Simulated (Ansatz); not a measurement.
Task: Predict a relaxed structure of `C[Si](C)(C)C#Cc1cnc(-c2cnc(-c3cnc(C#C[Si](C)(C)C)s3)s2)s1`, charge 0, singlet, at r2SCAN-D4/def2-SVP (Ansatz).

Result: 
```xyz
48

C    -5.4184    6.2060    3.8313
Si   -4.6189    7.0103    2.3341
C    -5.7929    6.9867    0.8681
C    -4.0868    8.7675    2.7295
C    -3.1074    6.0466    1.8896
C    -2.0899    5.4198    1.5952
C    -0.9219    4.7201    1.2624
C     0.3883    5.1928    1.1896
N     1.3351    4.3002    0.8423
C     0.8201    3.1049    0.6284
C     1.6160    1.9690    0.2434
C     2.9945    1.9592    0.0453
N     3.5378    0.7801   -0.3145
C     2.6262   -0.1665   -0.4113
C     2.9324   -1.5233   -0.7800
C     4.2008   -2.0198   -1.0787
N     4.2727   -3.3251   -1.4016
C     3.0849   -3.8982   -1.3709
C     2.8112   -5.2484   -1.6558
C     2.5669   -6.4276   -1.9037
Si    2.2813   -8.2145   -2.2917
C     3.3217   -9.2336   -1.1073
C     0.4544   -8.5827   -2.0676
C     2.8123   -8.5107   -4.0677
S     1.7714   -2.8004   -0.9230
S     0.9895    0.3753   -0.0510
S    -0.9176    3.0185    0.8539
H    -4.7325    6.1963    4.6933
H    -5.7072    5.1642    3.6189
H    -6.3277    6.7556    4.1272
H    -5.3282    7.4384   -0.0229
H    -6.7105    7.5543    1.0971
H    -6.0880    5.9574    0.6087
H    -3.3792    8.7904    3.5737
H    -3.5951    9.2403    1.8643
H    -4.9592    9.3847    3.0021
H     0.6545    6.2311    1.4007
H     3.6112    2.8513    0.1713
H     5.0958   -1.3947   -1.0554
H     3.1942  -10.3104   -1.3089
H     3.0345   -9.0479   -0.0601
H     4.3917   -8.9932   -1.2111
H    -0.1644   -7.9677   -2.7403
H     0.2453   -9.6423   -2.2909
H     0.1291   -8.3852   -1.0337
H     2.6721   -9.5699   -4.3415
H     2.2243   -7.8979   -4.7694
H     3.8756   -8.2610   -4.2113
```
 This is one stationary point.

Single mean-field runs in def2-SVP are fitted with def2-universal-jkfit.
